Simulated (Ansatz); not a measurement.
```yaml
atoms:
  - { symbol: H, position_ang: [-0.0070, 0.0401, -1.2429] }
  - { symbol: Cl, position_ang: [-0.0224, 0.0447, 0.0725] }
```

Basis set: 6-31G* (spherical functions). Correlated methods keep 5 orbitals frozen. Charge 0, multiplicity 1.

Computed with Ansatz (development build ahead of 0.2.0); each method stands on the lowest determinant of its kind that the runs found. Restricted open shells among the atoms or ions are ROHF, correlated in semicanonical orbitals with singles.

**Question.** Give the atomization energy at this shape (free ground-state atoms in the same class of orbitals less the molecule, no zero-point energy) of singlet HCl by RHF-MP2, RHF.

**Answer.**

```tsv
method	atomization energy
RHF-MP2	368.3 kJ/mol
RHF	304.1 kJ/mol
```
